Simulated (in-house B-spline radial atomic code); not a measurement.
A calculation on neutral phosphorus: its settings, and results tabulated from the run. Method: non-relativistic BHandHLYP, spin-polarised, spherical fractional occupations, point nucleus. Calculated with a B-spline radial code for spherical atoms.

Command:
```bash
python run_scf.py task.json out
```
Settings:
```
Z                15
configuration    [Ne] 3s2 3p3
hamiltonian      nr
method           bhandhlyp
spin_polarised   True
```

Output (hartree, bohr):
```
 radial grid: 54 intervals, B-splines of order 8, outer radius 50 bohr

 iter        energy (Eh)    residual
    1        -339.879715    2.39e-01
    2        -341.021652    7.83e-02
    3        -341.251462    2.36e-02
    4        -341.275754    8.99e-03
    5        -341.278625    2.97e-03
    6        -341.278947    4.53e-04
    7        -341.278950    7.74e-05
    8        -341.278951    1.07e-05
    9        -341.278951    8.69e-07
   10        -341.278951    1.26e-07

 total energy                      -341.27895
 kinetic                             340.8545
 electron-nucleus                   -812.5301
 Hartree                             153.5925
 exact exchange                      -11.3163
 exchange-correlation                -11.8795

 orbital      occ     eigenvalue          <r>       <r^2>       <1/r>       r_max
 1s up      1.000       -78.2027     0.103905   0.0145188     14.5675     0.06806
 1s down    1.000       -78.1858     0.103884   0.0145122     14.5695     0.06805
 2s up      1.000        -6.9450     0.518806      0.3205     2.81991      0.4194
 2s down    1.000        -6.9289     0.518864    0.320323     2.81732      0.4197
 2p up      3.000        -5.0096     0.484108    0.293539     2.70937      0.3548
 2p down    3.000        -4.9816     0.485237    0.294783     2.70315      0.3556
 3s up      1.000        -0.6902      1.90277     4.20353    0.711178        1.58
 3s down    1.000        -0.5288      1.92879     4.35672    0.707195        1.57
 3p up      3.000        -0.3104      2.31312     6.37117    0.579508       1.823
```

